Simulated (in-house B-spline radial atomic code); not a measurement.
## OLYP excitations of Be III (Be2+)

Method: OLYP. Computed with a B-spline radial code for spherical atoms: linear response of the closed shell 1s2 with the functional's adiabatic kernel; scalar-relativistic (spin-free one-electron X2C), finite nucleus, no spin-orbit coupling, no double excitations, S, P, D and F terms only.

Command:
```bash
python run_td.py task.json out
```
Settings (radii: box in bohr, nucleus in fm):
```
Z                        4
electrons                2
configuration            1s2
hamiltonian              x2c
method                   optx,lyp
box_radius               29.48
rms_radius               2.519
intervals                75
```

Time taken, with all properties: 0.1 s on 1 thread of Intel(R) Xeon(R) 6975P-C (Granite Rapids), on a shared host.

The lowest states, in the order of their Tamm-Dancoff energies; the method's threshold (minus the highest occupied level) is 132.62 eV. Labels give the largest channel, * marks a mixed state, and oscillator strengths are full-response dipole values. Semilocal kernels can invert the small singlet-triplet splittings of Rydberg terms. Energies in eV:

| state | full response | Tamm-Dancoff | oscillator strength |
| --- | --- | --- | --- |
| 1s → 2s 3S | 108.66 | 108.68 | - |
| 1s → 2s 1S | ? | ? | - |
| 1s → 2p 3P | 112.34 | 112.37 | - |
| 1s → 2p 1P | 114.46 | 114.48 | 0.401 |
| 1s → 3s 3S | 124.44 | 124.45 | - |
| 1s → 3s 1S | ? | ? | - |
| 1s → 3p 3P | 125.39 | 125.40 | - |
| 1s → 3p 1P | 125.77 | 125.77 | 0.0682 |
| 1s → 3d 3D | 126.19 | 126.19 | - |
| 1s → 3d 1D | 126.22 | 126.22 | - |

**Question.** Where does 1s → 2s 1S lie?

**Answer.** At 111.92 eV in full response, 112.02 eV in Tamm-Dancoff.

**Question.** Where does 1s → 3s 1S lie?

**Answer.** At 125.02 eV in full response, 125.04 eV in Tamm-Dancoff.

**Question.** How large is the singlet-triplet splitting of 1s → 2s (S terms) in Tamm-Dancoff?

**Answer.** 3.34 eV, from the unrounded values.

**Question.** What polarisabilities and dispersion coefficient does the method give?

**Answer.** Dipole 0.05502 bohr³, quadrupole 0.01761 bohr⁵, C6 0.01197 hartree·bohr⁶ for two such species.
